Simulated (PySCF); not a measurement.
**Partial charges of `FCC[C@@H]1CS[SiH2]S1`**

Compound: C4H9FS2Si.
SMILES with atom numbers: `[F:1][CH2:2][CH2:3][C@@H:4]1[CH2:5][S:6][SiH2:7][S:8]1` (hydrogens: H9, H10 on C2; H11, H12 on C3; H13 on C4; H14, H15 on C5; H16, H17 on Si7)

Geometry (GFN2-xTB, Å), atoms numbered from 1 in this order:
```
atom  x, y, z in Å
F1     2.617    0.564    1.394
C2     2.284    0.975    0.126
C3     1.414   -0.073   -0.551
C4     0.061   -0.213    0.141
C5    -0.705   -1.414   -0.373
S6    -2.319   -1.593    0.462
Si7   -2.815    0.492    0.439
S8    -0.931    1.319   -0.147
H9     1.753    1.926    0.228
H10    3.225    1.119   -0.413
H11    1.267    0.214   -1.593
H12    1.931   -1.035   -0.519
H13    0.208   -0.296    1.222
H14   -0.159   -2.334   -0.166
H15   -0.883   -1.335   -1.446
H16   -3.776    0.806   -0.600
H17   -3.179    0.888    1.786
```

Density: PBE0/pcSseg-1 (PySCF); schemes: Mulliken, IAO, Hirshfeld and ESP-fitted. One conformer (not necessarily the lowest) at the GFN2-xTB geometry, without solvent, vibrations or thermal averaging.

At which atom do the 4 schemes differ most?

At C4: from -0.422 (Mulliken) to -0.025 e (Hirshfeld), 0.397 e apart.

For which atoms does the sign change between the 4 schemes (beyond +0.03 e in one, beyond −0.03 e in another)?

For none.

Do the Mulliken, IAO, Hirshfeld and ESP-fitted schemes agree on where the charge is lowest?

The schemes don't all agree: Mulliken C4 (-0.422); IAO F1 (-0.331); Hirshfeld F1 (-0.119); ESP-fitted C5 (-0.380).

Give the atomic charges in each scheme.

In e:

```
atom                 environment  Mulliken     IAO  Hirshfeld  ESP-fitted
  F1              alkyl fluorine    -0.343  -0.331     -0.119      -0.261
  C2              sp3 C–F carbon    +0.193  +0.045     +0.025      +0.195
  C3            chain CH2 carbon    -0.226  -0.274     -0.077      -0.076
  C4  sp3 carbon bound to sulfur    -0.422  -0.167     -0.025      -0.137
  C5  sp3 carbon bound to sulfur    -0.247  -0.329     -0.072      -0.380
  S6   sulfur bonded to C and Si    -0.242  -0.190     -0.098      -0.294
 Si7                SiH2 silicon    +0.593  +0.628     +0.297      +0.644
  S8   sulfur bonded to C and Si    -0.245  -0.219     -0.090      -0.322
  H9          methylene hydrogen    +0.123  +0.145     +0.036      +0.055
 H10          methylene hydrogen    +0.112  +0.142     +0.048      +0.038
 H11          methylene hydrogen    +0.135  +0.150     +0.044      +0.080
 H12          methylene hydrogen    +0.140  +0.149     +0.048      +0.070
 H13            methine hydrogen    +0.186  +0.161     +0.033      +0.167
 H14          methylene hydrogen    +0.170  +0.167     +0.053      +0.261
 H15          methylene hydrogen    +0.168  +0.155     +0.039      +0.172
 H16               Si–H hydrogen    -0.051  -0.117     -0.071      -0.103
 H17               Si–H hydrogen    -0.046  -0.116     -0.070      -0.108
```

Mean size of the charges over all atoms: Mulliken 0.214 e, IAO 0.205 e, ESP-fitted 0.198 e, Hirshfeld 0.073 e. Each set sums to the total charge, 0, to within 0.001 e. The Hirshfeld scheme divides the density at each point in proportion to the densities of the neutral, spherically averaged free atoms.

How closely do the schemes follow one another over all atoms?

Correlation coefficient and root-mean-square difference: IAO with Hirshfeld 0.96, 0.152 e; Mulliken with IAO 0.95, 0.081 e; IAO with ESP-fitted 0.94, 0.088 e; Hirshfeld with ESP-fitted 0.93, 0.163 e; Mulliken with ESP-fitted 0.92, 0.101 e; Mulliken with Hirshfeld 0.89, 0.172 e.

Sum the charges by element, for elements with more than one atom.

```csv
element,atoms,Mulliken,IAO,Hirshfeld,ESP-fitted
C,4,-0.701,-0.724,-0.149,-0.399
S,2,-0.487,-0.409,-0.188,-0.615
H,9,+0.938,+0.836,+0.160,+0.631
```

These values come from a run that also computed NMR shieldings. On one thread, Intel Xeon at 2.50 GHz (x86_64), shared host with 64 logical CPUs at a one-minute load of 57, this took 2.2 min wall, 1.9 min CPU (grids of density and orbitals included) and 0.93 GiB of memory at its peak.
